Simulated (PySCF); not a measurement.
C₇H₇, SMILES Cc1cc[c]cc1, multiplicity 2.

The structure is a stationary point at PBE0-D3(BJ)/def2-SVP. The isomer is the one that the SMILES or the coordinates give; other isomers of the formula were not compared.

Two levels are set side by side: PBE/def2-TZVP (PySCF) and B3LYP/def2-TZVP (PySCF). Same geometry, gas phase. Differences are taken from unrounded values.

```
quantity                     B3LYP
---------------------------  -----
α-spin orbital gap (eV)       6.10
β-spin orbital gap (eV)       4.32
dipole moment (D)             1.24
mean polarisability (bohr³)   77.8
```

Question: What does PBE give, and how far is it from B3LYP? (Estimate from the structure and the level; the computed values follow.)

Answer: 
| quantity | PBE | PBE minus B3LYP |
|---|---|---|
| α-spin orbital gap (eV) | 4.17 | -1.93 |
| β-spin orbital gap (eV) | 2.82 | -1.50 |
| dipole moment (D) | 1.30 | 0.06 |
| mean polarisability (bohr³) | 79.2 | 1.4 |

Rough cost on one machine, each run with all the roots and properties that it gave: B3LYP against PBE within a factor of 2.
